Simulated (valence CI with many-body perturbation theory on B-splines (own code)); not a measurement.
E1 line list for Tm36+

Computed by valence CI with perturbative core correlation (CI+MBPT): five valence electrons over a frozen Dirac-Fock core [Ar] 3d10, radial functions for each j: 9 s, 9 p, 8 d, 6 f, 3 g, 1 h, with the one-electron correlation potential Σ1, the two-electron term Σ2, the three-electron term Σ3, Breit, model QED; selected CI, second order for the rest (own B-spline code, finite nucleus).

The last digits are not significant, and no measured levels were compared; by estimate large intervals hold to a few tenths of a per cent, small ones and those within an open d or f shell to about a per cent. Among the levels kept, up to 310 cm⁻¹ of a level comes from second order outside the variational space, and about a tenth of that is noise between levels of different J, which matters for small intervals.

Lines 151 to 200 of 215 in falling wavelength, among levels below 2493700 cm⁻¹, chosen from the strongest by gf and those to the six lowest levels. Wavelengths and rates use the calculated energies. Electric multipoles are in the length gauge, E1 and E2 with the static RPA response of the core. Weak lines are less certain than strong ones. Lines between different terms over intervals too small for the method are left out, as are lines whose strength nearly cancels. The highest levels of a list are the least certain.

Levels are named by their leading jj configuration (3d3/2^4 stands for four electrons in 3d with j = 3/2), which in mixed levels can hold well under half, so a name can repeat and another be missing. Letters in brackets count levels of one name in rising energy.

```tsv
λ vac (Å)	Upper	Lower	A (s⁻¹)	S (a.u.) with core polarisation	S without
76.29	(4s 4p1/2^2 4p3/2 4d3/2) J=1/2 [b]	(4s^2 4p1/2^2 4d3/2) J=3/2	2.59e+11	1.14e-01	1.21e-01
75.93	(4s 4p1/2 4p3/2^3) J=3/2 [b]	(4s^2 4p1/2 4p3/2^2) J=1/2	2.77e+11	2.39e-01	2.54e-01
75.86	(4s 4p1/2^2 4p3/2 4d5/2) J=3/2	(4s^2 4p1/2^2 4d3/2) J=3/2	7.38e+09	6.36e-03	6.80e-03
75.72	(4s 4p1/2^2 4p3/2 4d5/2) J=5/2	(4s^2 4p1/2^2 4d3/2) J=3/2	5.70e+08	7.33e-04	7.80e-04
75.69	(4s^2 4p1/2 4p3/2 4d5/2) J=3/2 [b]	(4s^2 4p1/2 4p3/2^2) J=5/2	2.89e+11	2.48e-01	2.63e-01
75.68	(4s^2 4p1/2 4p3/2 4d5/2) J=1/2 [a]	(4s^2 4p1/2 4p3/2^2) J=3/2	2.69e+11	1.15e-01	1.22e-01
75.10	(4s^2 4p1/2 4p3/2 4d5/2) J=5/2 [c]	(4s^2 4p1/2 4p3/2^2) J=5/2	3.54e+11	4.44e-01	4.71e-01
75.04	(4s^2 4p1/2 4p3/2 4d5/2) J=5/2 [b]	(4s^2 4p1/2 4p3/2^2) J=3/2	2.40e+11	3.00e-01	3.18e-01
74.73	(4s^2 4p3/2^2 4d5/2) J=3/2	(4s^2 4p3/2^3) J=3/2	5.51e+11	4.54e-01	4.81e-01
74.46	(4s 4p1/2^2 4p3/2 4d5/2) J=7/2 [b]	(4s 4p1/2^2 4p3/2^2) J=5/2	2.45e+10	4.00e-02	4.26e-02
74.38	(4s^2 4p1/2 4p3/2 4d5/2) J=1/2 [b]	(4s^2 4p1/2 4p3/2^2) J=1/2	6.58e+11	2.67e-01	2.84e-01
73.48	(4s^2 4p1/2 4p3/2 4d5/2) J=3/2 [b]	(4s^2 4p1/2 4p3/2^2) J=3/2	1.19e+11	9.35e-02	9.92e-02
73.17	(4s 4p1/2 4p3/2^3) J=3/2 [b]	(4s^2 4p1/2 4p3/2^2) J=5/2	2.32e+11	1.80e-01	1.91e-01
73.09	(4s^2 4p3/2^2 4d5/2) J=5/2 [b]	(4s^2 4p3/2^3) J=3/2	7.92e+11	9.16e-01	9.71e-01
72.92	(4s^2 4p1/2 4p3/2 4d5/2) J=5/2 [c]	(4s^2 4p1/2 4p3/2^2) J=3/2	2.89e+11	3.32e-01	3.51e-01
72.36	(4s 4p3/2^4) J=1/2	(4s^2 4p3/2^3) J=3/2	9.50e+11	3.55e-01	3.78e-01
71.10	(4s 4p1/2 4p3/2^3) J=3/2 [b]	(4s^2 4p1/2 4p3/2^2) J=3/2	1.89e+10	1.34e-02	1.42e-02
69.74	(4s^2 4p1/2 4p3/2 4d5/2) J=1/2 [b]	(4s^2 4p1/2 4p3/2^2) J=3/2	6.50e+10	2.18e-02	2.32e-02
63.53	(4s^2 4p1/2 4p3/2 4d3/2) J=3/2 [a]	(4s^2 4p1/2^2 4p3/2) J=3/2	2.46e+10	1.25e-02	1.32e-02
63.43	(4s^2 4p1/2 4p3/2 4d3/2) J=5/2 [a]	(4s^2 4p1/2^2 4p3/2) J=3/2	1.77e+09	1.34e-03	1.42e-03
63.34	(4s^2 4p1/2 4p3/2 4d3/2) J=1/2 [a]	(4s^2 4p1/2^2 4p3/2) J=3/2	5.61e+09	1.41e-03	1.50e-03
61.50	(4s^2 4p3/2^2 4d3/2) J=1/2	(4s^2 4p1/2 4p3/2^2) J=1/2	1.55e+10	3.55e-03	3.78e-03
61.35	(4s^2 4p3/2^2 4d3/2) J=3/2 [a]	(4s^2 4p1/2 4p3/2^2) J=1/2	7.11e+10	3.24e-02	3.45e-02
61.11	(4s 4p1/2 4p3/2^3) J=3/2 [a]	(4s^2 4p1/2^2 4p3/2) J=3/2	5.52e+09	2.49e-03	2.64e-03
60.93	(4s^2 4p3/2^2 4d5/2) J=1/2	(4s^2 4p1/2 4p3/2^2) J=1/2	1.05e+09	2.34e-04	2.46e-04
59.53	(4s^2 4p3/2^2 4d3/2) J=3/2 [a]	(4s^2 4p1/2 4p3/2^2) J=5/2	2.39e+11	9.96e-02	1.06e-01
59.52	(4s^2 4p1/2 4p3/2 4d5/2) J=5/2 [a]	(4s^2 4p1/2^2 4p3/2) J=3/2	2.66e+08	1.66e-04	1.78e-04
59.32	(4s^2 4p3/2^2 4d3/2) J=5/2	(4s^2 4p1/2 4p3/2^2) J=5/2	5.38e+11	3.33e-01	3.53e-01
58.96	(4s^2 4p3/2^2 4d5/2) J=7/2	(4s^2 4p1/2 4p3/2^2) J=5/2	3.51e+11	2.84e-01	3.02e-01
58.42	(4s^2 4p3/2^2 4d3/2) J=3/2 [b]	(4s^2 4p1/2 4p3/2^2) J=1/2	8.41e+11	3.31e-01	3.52e-01
58.29	(4s^2 4p3/2^2 4d3/2) J=1/2	(4s^2 4p1/2 4p3/2^2) J=3/2	8.25e+11	1.61e-01	1.72e-01
58.25	(4s^2 4p3/2^2 4d3/2) J=7/2	(4s^2 4p1/2 4p3/2^2) J=5/2	6.05e+11	4.72e-01	5.02e-01
58.17	(4s^2 4p1/2 4p3/2 4d3/2) J=5/2 [b]	(4s^2 4p1/2^2 4p3/2) J=3/2	9.65e+11	5.62e-01	5.97e-01
58.16	(4s^2 4p3/2^2 4d3/2) J=3/2 [a]	(4s^2 4p1/2 4p3/2^2) J=3/2	7.38e+11	2.87e-01	3.05e-01
58.00	(4s^2 4p1/2 4p3/2 4d3/2) J=1/2 [b]	(4s^2 4p1/2^2 4p3/2) J=3/2	8.66e+11	1.67e-01	1.77e-01
57.96	(4s^2 4p3/2^2 4d3/2) J=5/2	(4s^2 4p1/2 4p3/2^2) J=3/2	3.88e+11	2.24e-01	2.38e-01
57.95	(4s^2 4p1/2 4p3/2 4d3/2) J=3/2 [b]	(4s^2 4p1/2^2 4p3/2) J=3/2	1.25e+12	4.81e-01	5.12e-01
57.78	(4s^2 4p3/2^2 4d5/2) J=1/2	(4s^2 4p1/2 4p3/2^2) J=3/2	7.75e+10	1.48e-02	1.57e-02
56.77	(4s^2 4p3/2^2 4d3/2) J=3/2 [b]	(4s^2 4p1/2 4p3/2^2) J=5/2	1.78e+08	6.42e-05	6.93e-05
56.20	(4s^2 4p1/2 4p3/2 4d5/2) J=3/2 [a]	(4s^2 4p1/2^2 4p3/2) J=3/2	8.09e+09	2.83e-03	3.01e-03
55.52	(4s^2 4p3/2^2 4d3/2) J=3/2 [b]	(4s^2 4p1/2 4p3/2^2) J=3/2	2.17e+10	7.33e-03	7.79e-03
55.46	(4s^2 4p1/2 4p3/2 4d5/2) J=1/2 [a]	(4s^2 4p1/2^2 4p3/2) J=3/2	1.97e+11	3.32e-02	3.53e-02
55.21	(4s^2 4p3/2^2 4d5/2) J=5/2 [a]	(4s^2 4p1/2 4p3/2^2) J=5/2	3.48e+08	1.74e-04	1.83e-04
55.11	(4s^2 4p1/2 4p3/2 4d5/2) J=5/2 [b]	(4s^2 4p1/2^2 4p3/2) J=3/2	1.60e+11	7.92e-02	8.42e-02
54.74	(4s^2 4p3/2^2 4d5/2) J=3/2	(4s^2 4p1/2 4p3/2^2) J=1/2	4.80e+10	1.55e-02	1.65e-02
54.27	(4s^2 4p1/2 4p3/2 4d5/2) J=3/2 [b]	(4s^2 4p1/2^2 4p3/2) J=3/2	5.60e+07	1.77e-05	1.85e-05
54.03	(4s^2 4p3/2^2 4d5/2) J=5/2 [a]	(4s^2 4p1/2 4p3/2^2) J=3/2	1.08e+08	5.06e-05	5.36e-05
53.97	(4s^2 4p1/2 4p3/2 4d5/2) J=5/2 [c]	(4s^2 4p1/2^2 4p3/2) J=3/2	2.04e+10	9.51e-03	1.01e-02
53.46	(4s 4p3/2^4) J=1/2	(4s^2 4p1/2 4p3/2^2) J=1/2	2.01e+09	3.04e-04	3.23e-04
53.29	(4s^2 4p3/2^2 4d5/2) J=3/2	(4s^2 4p1/2 4p3/2^2) J=5/2	6.30e+09	1.88e-03	2.00e-03
```
